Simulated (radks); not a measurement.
Question: Radial electron density D(r) = 4 pi r^2 rho(r) of an atom or ion with 12 electrons. Calculated with a radial shooting solver on a logarithmic mesh with Libxc functionals: Dirac Kohn-Sham, XLYP, spin-unpolarised, spherical densities, finite nucleus; Fermi nuclear charge, rms radius of each element as measured or else 0.836 A^(1/3) + 0.57 fm.

| r (bohr) | D(r) (e/bohr) |
|---|---|
| 0.007439 | 1.028 |
| 0.008388 | 1.271 |
| 0.009533 | 1.588 |
| 0.01075 | 1.949 |
| 0.01212 | 2.381 |
| 0.01366 | 2.896 |
| 0.01541 | 3.501 |
| 0.01737 | 4.208 |
| 0.01974 | 5.080 |
| 0.02226 | 6.012 |
| 0.0251 | 7.052 |
| 0.0283 | 8.190 |
| 0.0319 | 9.406 |
| 0.03626 | 10.75 |
| 0.04088 | 12.01 |
| 0.0461 | 13.21 |
| 0.05197 | 14.27 |
| 0.0586 | 15.11 |
| 0.0666 | 15.69 |
| 0.07509 | 15.87 |
| 0.08467 | 15.65 |
| 0.09546 | 15.03 |
| 0.1076 | 14.08 |
| 0.1223 | 12.84 |
| 0.1379 | 11.62 |
| 0.1555 | 10.57 |
| 0.1753 | 9.867 |
| 0.1977 | 9.657 |
| 0.2229 | 9.995 |
| 0.2533 | 10.89 |
| 0.2856 | 12.03 |
| 0.3221 | 13.18 |
| 0.3631 | 14.03 |
| 0.4094 | 14.31 |
| 0.4653 | 13.81 |
| 0.5247 | 12.58 |
| 0.5915 | 10.76 |
| 0.667 | 8.612 |
| 0.752 | 6.455 |
| 0.8547 | 4.454 |
| 0.9637 | 3.046 |
| 1.087 | 2.140 |
| 1.225 | 1.661 |
| 1.381 | 1.464 |
| 1.57 | 1.383 |
| 1.77 | 1.294 |
| 1.996 | 1.129 |
| 2.25 | 0.8927 |
| 2.537 | 0.6304 |
| 2.86 | 0.3936 |
| 3.251 | 0.2058 |
| 3.666 | 0.09658 |
| 4.133 | 0.03841 |
| 4.66 | 0.01252 |
| 5.254 | 0.003272 |
| 5.971 | 0.0006052 |

What is the nuclear charge?

Answer: Z = 14. The innermost maximum, from 1s, lies near gamma/Z bohr with gamma = sqrt(1 - (Z/c)^2) = 0.995, here 0.0711 bohr (found: 0.0745), and its height grows with Z. The density is that of the silicon ion Si2+ in [Ne] 3s2; the configuration itself is not fixed sharply by these data, and Z only to about a unit. D(r) has 2 maxima, at r = 0.0745, 0.406 bohr, and minima at 0.195 bohr, inside which lie 2.19 electrons.
